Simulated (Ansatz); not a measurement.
Input and output for CH$_{7}$AlSi$_{2}$, SMILES `[CH3][Al]1[SiH2][SiH2]1`.

```yaml
crystal:
  periodic: [false, false, false]
  atoms:
    - {symbol: C, position_ang: [-1.212646, 1.995736, -0.609127]}
    - {symbol: Al, position_ang: [-0.236051, 0.382132, -0.191869]}
    - {symbol: Si, position_ang: [0.298573, -1.358014, 1.432575]}
    - {symbol: Si, position_ang: [1.432005, -1.280044, -0.613415]}
    - {symbol: H, position_ang: [-0.791393, 2.561342, -1.398982]}
    - {symbol: H, position_ang: [-1.471060, 2.620924, 0.252809]}
    - {symbol: H, position_ang: [-2.254914, 1.682183, -0.963580]}
    - {symbol: H, position_ang: [-0.240990, -2.604898, 2.186450]}
    - {symbol: H, position_ang: [1.176894, -0.604933, 2.366295]}
    - {symbol: H, position_ang: [2.804048, -1.536797, -0.928620]}
    - {symbol: H, position_ang: [0.590581, -2.127396, -1.538186]}
basis:
  gaussian: {orbitals: 6-31G}
hamiltonian: {xc: {name: LC-wPBE}}
```

```sh
$ ansatz run in.yaml --threads 2 --pin off --events-out ev --progress --plain --max-ram 4352MiB
```

Shortened log:

```
Functional definition: LC-wPBE
769 factors; integrals over basis functions are off by at most 2.0e-4 eV
387 factors; integrals over basis functions are off by at most 1.4e-5 eV
mean field evaluation 1: about -23488.2347 eV, gradient 2.6e1 eV
mean field evaluation 2: about -23489.4517 eV, gradient 1.7e1 eV
mean field evaluation 4: about -23490.2548 eV, gradient 5.2e-1 eV
mean field evaluation 8: about -23490.2444 eV, gradient 1.1e-2 eV
mean field evaluation 16: about -23490.2444 eV, gradient 2.9e-5 eV
mean field -23490.24438140 eV, -863.2505587568 hartree, gradient 2.9e-5 eV, S^2 0.000000; 0 other end points of the search recorded, 0 dependent functions left out
reference -23490.24438140 eV, -863.2505587571 hartree; 27, 27 occupied and 35, 35 virtual orbitals, 769 factors
Total energy: -23490.24438140 eV, -863.2505587571 hartree
```

Hardware: 2 threads of an Arm Neoverse V2 on a shared host. Wall time 1.4 s, peak host memory 0.12 GiB.
